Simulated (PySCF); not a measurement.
**Kr+ (krypton, charge +1): BHandHLYP calculation**

Configuration: [Ar] 3d10 4s2 4p5, 2P determinant. Calculation: PySCF 2.14, in dyall-av2z; the non-relativistic Hamiltonian (point nucleus).

| Quantity | Value |
| --- | --- |
| Total energy | -2753.268 hartree |
| One-electron energy | -3815.075 hartree |
| Hartree (Coulomb) energy | 1157.051 hartree |
| Exchange-correlation energy | -95.244 hartree |
| Kinetic energy | 2751.90738 hartree |
| ⟨S²⟩ | 0.7525 |
| ⟨L²⟩ | 2.009 |
| Sum of ⟨r⟩ | 23.67 bohr |
| Sum of ⟨r²⟩ | 32.18 bohr² |
| Traceless quadrupole moment −½Σ⟨3z² − r²⟩ along its main axis | 1.61 e·bohr² |
| Density at the nucleus (Gaussians lack the cusp) | 31900 bohr⁻³ |
| Spin density at the nucleus | -0.00313 bohr⁻³ |
| Langevin diamagnetic susceptibility | -25.5 ×10⁻⁶ cm³/mol |

```tsv
shell	electrons	mean orbital energy (hartree)	spread (hartree)	rms radius, mean of both spins (bohr)
1s α	1	-516.00174	0	0.0491
1s β	1	-515.99726	0	0.0491
2s α	1	-68.60665	0	0.203
2s β	1	-68.60400	0	0.203
2p α	3	-62.00290	0.01044	0.179
2p β	3	-61.99796	0.00078	0.179
3s α	1	-10.55326	0	0.578
3s β	1	-10.54605	0	0.578
3p α	3	-8.17276	0.02901	0.588
3p β	3	-8.16339	0.00893	0.588
3d α	5	-3.90398	0.02745	0.611
3d β	5	-3.89790	0.01760	0.611
4s α	1	-1.42877	0	1.68
4s β	1	-1.35564	0	1.68
4p α	3	-0.84816	0.06105	1.99
4p β	2	-0.80921	0	1.99
```
